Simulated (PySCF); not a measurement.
C6H2N (doublet state).
Atom-mapped SMILES: `[CH:1]#[C:2][C:3]#[C:4][CH:5][C:6]#[N:7]` (hydrogens: H8 on C1; H9 on C5)

Geometry (GFN2-xTB, Å), atoms numbered from 1 in this order:
```xyz
9
C6H2N angstrom
C      2.3122    0.6483    1.9321
C      1.4264    0.3502    1.1606
C      0.4472    0.0202    0.3080
C     -0.4590   -0.2937   -0.4626
C     -1.4482   -0.6251   -1.3268
C     -1.5305   -0.0586   -2.5889
N     -1.6113    0.4044   -3.6420
H      3.0794    0.9076    2.5981
H     -2.2028   -1.3471   -1.0449
```

Level of theory: UKS B3LYP, pcH-1 on C H N, non-relativistic, mean-field spin-orbit, GIAO (PySCF). Geometry: GFN2-xTB; no solvent, vibrations or thermal averaging. Couplings are sensitive to structure, and on GFN2-xTB geometries they can be far from those on DFT ones. Stability of the SCF solution: not tested. ⟨S²⟩ is 0.783 where a pure state has 0.75.

The largest Mulliken spin populations are on C5 (+0.58), C3 (+0.43), C1 (+0.33) and N7 (+0.25). Four atoms exceed +0.15. The angles at C5 add up to 360.0°, so it is planar.

**Question.** Find Q in a(H) = Q·ρ(C) for the protons on the planar carbons that carry spin.

**Answer.** 
| H | C | ρ(C) | a(H) (G) | a/ρ (G) |
| --- | --- | --- | --- | --- |
| H9 | C5 | +0.578 | -16.03 | -27.8 |

One proton gives one ratio, Q = -27.8 G, and no test of linearity.

Couplings in gauss use g_iso = 2.0030.

Time: 77 s wall, 69 s CPU (grids of density and orbitals included); peak memory 0.68 GiB. Hardware: an Intel Xeon at 2.50 GHz with one thread, no GPU, on a shared host.
